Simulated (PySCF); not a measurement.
# Electronic structure of Ag³⁺ (silver, charge +3) at the UHF level

Configuration: [Kr] 4d8, high-spin 3F determinant. Computed with PySCF 2.14 in def2-TZVPPD with the def2 core potential (28 electrons) (6s4p3d2f1g, 56 functions), with a scalar-relativistic core potential.

```
Total energy             : -143.946056 hartree
One-electron energy      : -235.9328 hartree
Hartree (Coulomb) energy : 104.3537 hartree
Exchange energy          : -12.3669 hartree
⟨S²⟩                     : 2.0037
⟨L²⟩                     : 12.049
Sum of ⟨r⟩               : 17.92 bohr
Sum of ⟨r²⟩              : 23.14 bohr²
```

```tsv
shell	electrons	mean orbital energy (eV)	spread (eV)	rms radius, mean of both spins (bohr)
4s α	1	-159.06	0	0.974
4s β	1	-154.47	0	0.974
4p α	3	-116.78	0	1.06
4p β	3	-111.19	0	1.06
4d α	5	-52.810	1.407	1.34
4d β	3	-50.796	0	1.34
```

Energies and moments cover only the electrons outside the core potential.
